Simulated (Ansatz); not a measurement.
Geometry optimisation, RKS PBE-D4/def2-SVP (Ansatz 0.2.0).

input.yaml

```yaml
crystal:
  periodic: [false, false, false]
  atoms:
    - { symbol: Ga, position_ang: [0.0, 0.0, 0.0] }
    - { symbol: O, position_ang: [0.0, 0.0, 2.14] }
    - { symbol: H, position_ang: [-0.9095, -0.2814, 2.4771] }
    - { symbol: "N", position_ang: [1.6714, 0.0, -0.965] }
    - { symbol: H, position_ang: [2.138, -0.9179, -1.2168] }
    - { symbol: H, position_ang: [2.1227, 0.9179, -1.2432] }
    - { symbol: O, position_ang: [-1.5501, 0.0, -0.895] }
    - { symbol: H, position_ang: [-2.0598, -0.8467, -0.6865] }
    - { symbol: H, position_ang: [0.0838, 1.7726, 0.5897] }
    - { symbol: H, position_ang: [0.0648, 1.3714, 1.5381] }
basis:
  gaussian: { orbitals: def2-SVP }
hamiltonian:
  xc: pbe
  dispersion: d4
relax:
  f_tol: 0.15
  max_steps: 25
  restrain:
    - { distance: [0, 8], at: 1.57, k: 30.0 }
    - { distance: [9, 1], at: 1.01, k: 30.0 }
    - { distance: [0, 1], at: 2.99, k: 30.0 }
    - { distance: [9, 8], at: 1.86, k: 30.0 }
```

Run as:

```bash
$ ansatz run input.yaml --threads 2 --pin off --max-ram 3072MiB --backend cpu --events-out ev --progress --plain --runs-dir out
```

Problem. Where does it end, and by what steps?

Solution. The run converged. The restraints hold the end off the free minimum. After 16 steps the energy has fallen by 1.710 eV (the restraints' own energy left out); H10 moved furthest, 0.75 Å. Parted: Ga1–O2. Joined: O2–H10.

```csv
step,energy less start (eV),largest force component (eV/Å),accepted
0,0.0000,2.249,yes
1,0.1065,2.355,yes
2,-0.4932,2.848,yes
3,-1.0201,1.276,yes
4,-1.2956,0.786,yes
5,-1.4046,0.732,yes
6,-1.5113,1.756,yes
7,-1.6100,0.835,yes
8,-1.6634,0.580,yes
9,-1.6807,0.549,yes
10,-1.6823,0.547,yes
11,-1.6732,1.094,no
12,-1.6935,0.580,yes
13,-1.6993,0.734,yes
14,-1.7032,0.691,yes
15,-1.7046,0.982,no
16,-1.7097,0.618,yes
```

```xyz
10
Properties=species:S:1:pos:R:3
Ga 0.195 0.638 -0.314
O -0.331 0.241 2.588
H -1.060 -0.165 2.068
N 1.563 0.044 -1.363
H 1.619 -0.923 -1.688
H 2.496 0.449 -1.263
O -1.379 -0.270 -0.229
H -1.399 -1.091 -0.752
H 0.144 1.957 0.534
H -0.288 1.135 2.158
```

Time of the run: 52 s on 2 threads of Arm Neoverse N1, with other jobs on the host, peak memory 0.14 GiB.
